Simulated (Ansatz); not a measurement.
**What each rung costs, and what it gives**

Saddle point of ZnGeH6S2, singlet (ZnH₂S₂ ([SH][Zn][SH]) + GeH₄ → ZnGeH₄S₂ ([SH][Zn][S][GeH3]) + H₂; bonds formed: Ge1–S4, H2–H3; bonds broken: Ge1–H2, H3–S4), PBE0-D4/def2-TZVP structure:

```xyz
10
angstrom
Ge 1.1610 0.9907 -0.9612
H 0.0951 0.0581 -2.0993
H -0.6304 0.1762 -1.4528
S -1.3809 0.8348 -0.1019
Zn -1.1712 -0.7903 1.2877
S -0.8908 -2.4365 2.6676
H 1.8698 1.4402 -2.2624
H 1.2349 2.2034 -0.0140
H 1.7742 -0.2726 -0.3497
H -2.0618 -2.2041 3.2863
```

Barriers are electronic and count from the start structure reached by relaxing down the imaginary mode.

Ansatz 0.2.0; basis: as named in each row; cores frozen in the correlated methods. The 3s and 3p shells of Cu and Zn are frozen; filled d shells are correlated. The def2 sets are not built for correlating such inner shells, so the correlated values are less sure here. B3LYP uses VWN-RPA correlation. Extrapolation: Hartree–Fock as exp(−7.88 √X), correlation as X^−2.97.

Times are rough, for one single point on 8 threads of a shared host (Arm Neoverse N1).

The estimate by CCSD(T) at an estimated basis limit (MP2 extrapolated from triple and quadruple zeta, plus CCSD(T) − MP2 in triple zeta) is 2.454 eV.

| method | basis | time (s) | barrier (eV) | method less estimate |
| --- | --- | --- | --- | --- |
| SPW92 | def2-SVP | under 1 | 1.810 | -0.644 |
| PBE-D4 | def2-SVP | 1 | 1.974 | -0.480 |
| B3LYP-D4 | 6-31G | 2 | 2.280 | -0.173 |
| HF | STO-3G | 2 | 4.757 | 2.303 |
| PBE0-D4 | def2-SVP | 2 | 2.213 | -0.240 |
| SPW92 | def2-TZVPP | 2 | 1.827 | -0.627 |
| PBE-D4 | def2-TZVPP | 3 | 1.969 | -0.485 |
| BLYP-D4 | def2-TZVPP | 3 | 2.125 | -0.329 |
| B3LYP-D4 | def2-TZVPP | 6 | 2.310 | -0.143 |
| BHLYP-D4 | def2-TZVPP | 6 | 2.578 | 0.124 |
| CAM-B3LYP-D4 | def2-TZVPP | 6 | 2.499 | 0.046 |
| PBE0-D4 | def2-TZVPP | 6 | 2.199 | -0.255 |
| RPA on PBE | def2-TZVPP | 7 | 2.455 | 0.001 |
| r2SCAN-D4 | def2-TZVPP | 8 | 2.169 | -0.285 |
| wB97M-V | def2-SVP | 8 | 2.452 | -0.002 |
| r2SCAN0-D4 | def2-TZVPP | 9 | 2.323 | -0.131 |
| B2PLYP | def2-TZVPP | 9 | 2.387 | -0.067 |
| PBE-QIDH | def2-TZVPP | 10 | 2.369 | -0.084 |
| CCSD(T) | def2-SVP | 12 | 2.640 | 0.186 |
| wB97X-V | def2-TZVPP | 12 | 2.521 | 0.067 |
| B97M-V | def2-TZVPP | 13 | 2.304 | -0.150 |
| wB97M-V | def2-TZVPP | 15 | 2.457 | 0.003 |
| PBE-D4 | STO-3G | 24 | 2.708 | 0.255 |
| MP2 | def2-QZVPP | 33 | 2.379 | -0.075 |
| CCSD(T) | def2-TZVPP | 380 | 2.476 | 0.023 |

All methods are single points on the PBE0-D4 structures.

T1 diagnostic: at most 0.016.

Labels in which every atom is bracketed show which atoms are joined, not bond orders.
